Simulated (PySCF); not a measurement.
# Cd¹³⁺: ionisation energy

Cd¹³⁺ [Ar] 3d10 4s2 4p5 [4p1/2^2 4p3/2^3, M_J = 3/2] → Cd¹⁴⁺ [Ar] 3d10 4s2 4p4 [4p1/2^2 4p3/2^2, M_J = 2], as a difference of total energies. Computed with PySCF 2.14 in an uncontracted even-tempered set (18 s from 0.58 bohr⁻², ratio 2.8; 14 p from 0.75 bohr⁻², ratio 2.8; 9 d from 1.3 bohr⁻², ratio 2.8; 4 f from 5.6 bohr⁻², ratio 3), with the two-component X2C-1e Hamiltonian. Correlated levels: [Ne] frozen; the 76 highest virtual spinors dropped. "Screened" scales the spin-orbit matrix elements by Boettger's factors to mimic the two-electron term; Breit and QED terms are absent.

| method | ionisation energy (eV) |
| --- | --- |
| GHF (screened spin-orbit) | 329.78 |
| GMP2 (screened spin-orbit) | 330.93 |

Q: How much does correlation contribute at GMP2 (screened spin-orbit)?

A: 330.93 − (329.78) = 1.15 eV, measured against GHF (screened spin-orbit).

Breit and QED terms and the two-electron picture change are absent.

The labels give the starting determinants; with spin-orbit coupling the two ends relaxed to ⟨J²⟩ = 3.75, ⟨L²⟩ = 2.01, ⟨S²⟩ = 0.76 and ⟨J²⟩ = 6.01, ⟨L²⟩ = 2.75, ⟨S²⟩ = 1.65.

For comparison: 329 ± 3 eV (theoretical estimate listed by NIST; NIST Atomic Spectra Database, ionization energies).
